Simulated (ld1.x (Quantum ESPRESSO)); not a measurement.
## What one change does to a pseudopotential (platinum, TM)

* Element: platinum
* Generator: ld1.x (Quantum ESPRESSO) 7.5
* Type: norm-conserving Troullier–Martins (Kleinman–Bylander form)
* Functional: PW91
* Relativity: scalar-relativistic
* Frozen core: [Xe] 4f14
* Valence charge: 10
* Reference configuration: 5d8 6s0 6p0 (charge +2)
* Partial waves: 6p (bound, empty): rc 2.70 bohr; 5d (bound): rc 1.85 bohr; 6s (bound, empty): rc 2.40 bohr
* Local potential: the s channel
* Core correction: Bessel-smoothed model core, default radius (core density twice the valence density)

All-electron outer shells of the reference configuration (PW91, scalar-relativistic, ld1.x):

| shell | level (eV) | outermost node (bohr) | outermost maximum (bohr) |
| --- | --- | --- | --- |
| 5p | -76.94 | 0.53 | 0.98 |
| 5d | -25.96 | 0.57 | 1.24 |
| 6s | -22.23 | 1.13 | 2.18 |
| 6p | -14.48 | 1.33 | 2.77 |

Change: reference 5d9 6s1 6p0.

Cutoffs: the cutoffs (Ry, on a coarse ladder) from which the occupation-weighted sum of valence levels, in a spherical-Bessel basis at the reference potential, stays within 10 and 1 mRy of its value at 400 Ry; they do not see the model core or the augmentation charge, which bear on the density cutoff. Errors are all-electron minus pseudo energies relative to the spin-unpolarised reference configuration.

**Question.** What does the change do?

**Answer.** The potential gets neither clearly harder nor softer (40 Ry and 50 Ry → 40 Ry and 50 Ry); the range in which the s phases agree widens (upper end 1.0 → 2.3); the range in which the p phases agree widens (upper end 1.7 → 2.8); neither file shows a bound ghost.

| quantity | base | changed |
| --- | --- | --- |
| cutoff, loose | 40 Ry | 40 Ry |
| cutoff, tight | 50 Ry | 50 Ry |
| bound ghosts | none | none |
| largest error over its own tests, meV | -635 | -1039 |
| s: phases at 2.97 bohr within 0.05 rad from the reference energy up to (Ry; the scan ends near 5) | 1.0 | 2.3 |
| p: phases at 2.97 bohr within 0.05 rad from the reference energy up to (Ry; the scan ends near 5) | 1.7 | 2.8 |
| d: phases at 2.97 bohr within 0.05 rad from the reference energy up to (Ry; the scan ends near 5) | -0.2 | 1.1 |
